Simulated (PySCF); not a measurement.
Cards and structures have been mixed up. Pair them.

Structures:
1. `COBCl`
2. `F[SiH2]F`
3. `C(C)(=O)NC1[SiH2]C[SiH2]1`
4. `[I][Cd][I]`
5. `C[C@H](F)CF`
6. `C#C[C@@H]1C[Si@@H](N)C[C@H]1C`

Card P (geometry PBE0-D3(BJ)/def2-SVP):
* Rotational constants A, B, C: 8.574, 3.525, 2.732 GHz
* Static isotropic polarisability (CAM-B3LYP/def2-SVPD): 40.6 au
* Isotropic shieldings of nuclei other than C and H, by class (GIAO PBE0/pcSseg-1): 380 (1 F), 418 (1 F) ppm
* Dipole moment (CAM-B3LYP/def2-SVPD): 3.09 D
* Lowest triplet excitation (Tamm–Dancoff) (TDA CAM-B3LYP/def2-SVPD): 8.84 eV
* Largest of the computed one-bond spin–spin couplings (means over like bonds) (B3LYP/pcJ-1, spin–dipole term left out for some pairs): 19F–13C -244.8, 19F–13C -232.1, 13C–1H +154.9, 13C–1H +154.8, 13C–1H +149.3, 13C–1H +133.9 (×3), 13C–13C +43.8, 13C–13C +40.8 Hz
* Strongest line among the 10 lowest singlet transitions (TDDFT CAM-B3LYP/def2-SVPD): S8 at 10.42 eV (119 nm, f = 0.095)

Card Q (geometry PBE0-D3(BJ)/def2-SVP):
* Rotational constants A, B, C: 2.263, 0.940, 0.738 GHz
* Static isotropic polarisability (PBE0/def2-SVPD): 114.2 au
* HOMO energy (PBE0/def2-SVPD): -7.25 eV
* 13C chemical shifts (computed TMS as zero) by class (GIAO PBE0/pcSseg-1): 92.2 (1 C), 75.6 (1 C), 43.4 (1 C), 38.4 (1 C), 25.1 (1 C), 23.4 (1 C), 22.9 (1 C) ppm
* Lowest triplet excitation (Tamm–Dancoff) (TDA PBE0/def2-SVPD): 5.24 eV
* Strongest line among the 10 lowest singlet transitions (TDDFT PBE0/def2-SVPD): S10 at 7.50 eV (165 nm, f = 0.066)

Card R (geometry PBE0-D3(BJ)/def2-SVP):
* Rotational constants A, B, C: 2.989, 0.932, 0.753 GHz
* Static isotropic polarisability (CAM-B3LYP/def2-SVPD): 110.2 au
* Vertical ionisation energy (ΔSCF CAM-B3LYP/def2-SVPD): 9.18 eV
* Lowest triplet excitation (Tamm–Dancoff) (TDA CAM-B3LYP/def2-SVPD): 5.28 eV
* Point group: C1

Card S (geometry PBE0-D3(BJ)/def2-SVP):
* Rotational constants A, B, C: 23.818, 7.489, 6.130 GHz
* Static isotropic polarisability (CAM-B3LYP/def2-SVPD): 26.2 au
* Core binding energies (ΔSCF SCAN, pcX-2 on the ionised atom, pcseg-1 elsewhere, spin-free X2C, 2p3/2 from a spin–orbit splitting computed afterwards within the 2p shell): Si2p3/2 109.6, F1s 693.2 (×2), Si1s 1849.8 eV
* Lowest triplet excitation (Tamm–Dancoff) (TDA CAM-B3LYP/def2-SVPD): 7.95 eV
* Strongest line among the 10 lowest singlet transitions (TDDFT CAM-B3LYP/def2-SVPD): S7 at 11.18 eV (111 nm, f = 0.379)
* Isotropic shieldings of nuclei other than C and H, by class (GIAO KT2/pcSseg-1): 315 (2 F), 371 (1 Si) ppm
* Dipole moment (CAM-B3LYP/def2-SVPD): 1.83 D

Card T (geometry PBE0-D3(BJ)/def2-SVP):
* Rotational constants A, B, C: 15.134, 3.595, 2.960 GHz
* Static isotropic polarisability (B3LYP/def2-SVPD): 46.1 au
* Lowest singlet excitation (TDDFT B3LYP/def2-SVPD): 6.79 eV (183 nm, f = 0.004)
* Dipole moment (B3LYP/def2-SVPD): 1.75 D
* Point group: Cs
* Lowest triplet excitation (Tamm–Dancoff) (TDA B3LYP/def2-SVPD): 6.38 eV
* HOMO energy (B3LYP/def2-SVPD): -8.69 eV

Card U (geometry PBE0-D3(BJ)/def2-SVP):
- Rotational constant B (linear): 0.297 GHz
- Static isotropic polarisability (CAM-B3LYP/def2-SVPD): 106.6 au
- Lowest triplet excitation (Tamm–Dancoff) (TDA CAM-B3LYP/def2-SVPD): 3.94 eV
- Dipole moment (CAM-B3LYP/def2-SVPD): 0.00 D by symmetry (numerical residue 0.04 D)
- HOMO energy (CAM-B3LYP/def2-SVPD): -8.93 eV

All species are isolated and taken at one optimised geometry (atoms past krypton carry core potentials, spin–orbit coupling is left out); the electronic structure was computed with PySCF and density fitting. NMR classes are plain means over equivalent atoms (diastereotopic ones count apart unless rotation or inversion swaps them), as if these changed places fast.

Problem. Which card belongs to which structure?

Solution. P = 5, Q = 6, R = 3, S = 2, T = 1, U = 4. What ties each card to its structure:
- 1 (card T), CH4BClO, monoisotopic mass 78.0 u, 4 heavy atoms: point group Cs; an asymmetric top with C = 2.960 GHz; polarisability 46.1 au for 40 electrons; dipole 1.75 D.
- 2 (card S), F2H2Si, monoisotopic mass 68.0 u, 3 heavy atoms: core lines of F and Si; an asymmetric top with C = 6.130 GHz, the highest such constant on the cards; polarisability 26.2 au for 34 electrons; dipole 1.83 D.
- 3 (card R), C4H11NOSi2, monoisotopic mass 145.0 u, 8 heavy atoms: an asymmetric top with C = 0.753 GHz; polarisability 110.2 au for 78 electrons.
- 4 (card U), CdI2, monoisotopic mass 367.7 u, 3 heavy atoms: a linear rotor with B = 0.297 GHz, the lowest such constant on the cards; polarisability 106.6 au for 154 electrons; a dipole under 0.05 D.
- 5 (card P), C3H6F2, monoisotopic mass 80.0 u, 5 heavy atoms: an asymmetric top with C = 2.732 GHz; polarisability 40.6 au for 42 electrons; dipole 3.09 D.
- 6 (card Q), C7H13NSi, monoisotopic mass 139.1 u, 9 heavy atoms: 7 C in 7 classes; the least shielded carbon (92.2 ppm) is an alkyne carbon; an asymmetric top with C = 0.738 GHz; polarisability 114.2 au for 76 electrons.
